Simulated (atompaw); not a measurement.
Building the PAW (atompaw) potential for Pm (Z = 61) (PBEsol, scalar-relativistic).

atompaw 4.2.0.5 input, output lines left out:

```
Pm 61
GGA-PBESOL scalarrelativistic loggrid 2001 logderivrange -5 5 251
6 6 5 4 0 0
6 1 0
5 2 1
4 3 4
0 0 0
c
c
c
c
v
v
c
c
c
v
v
c
c
v
v
3
2.90 2.25 2.10 2.60
n
n
y
1.25
n
y
2.75
n
custom polynom vanderbiltortho sinc
bessel
2.10
2.90
2.30
2.90
2.90
2.90
1.00
1.00
```

Calculated quality:

```json
{
  "Cutoffs needed": "200 Ry and 300 Ry (the cutoffs (Ry, on a coarse ladder) from which the occupation-weighted sum of valence levels, in a spherical-Bessel basis at the reference potential, stays within 10 and 1 mRy of its value at 400 Ry)",
  "Ghost test": "no extra level below or beside the all-electron valence levels (s, p, d, f tested) (spherical-Bessel basis up to 400 Ry, 20 bohr box)",
  "Lowest eigenvalue of the overlap operator": "0.49 (s channel)",
  "Overlap eigenvalues printed by atompaw (projector basis)": "0.387, 0.75, 0.907, 1.9, 3.67, 26, 27.7, 418",
  "Share of each valence orbital outside the PAW sphere": "5s 1 %, 6s 82 %, 5p 3 %, 6p 95 %, 5d 40 %, 4f 1 %"
}
```

Generation and tests took about 8.7 s on one core of a shared server CPU.
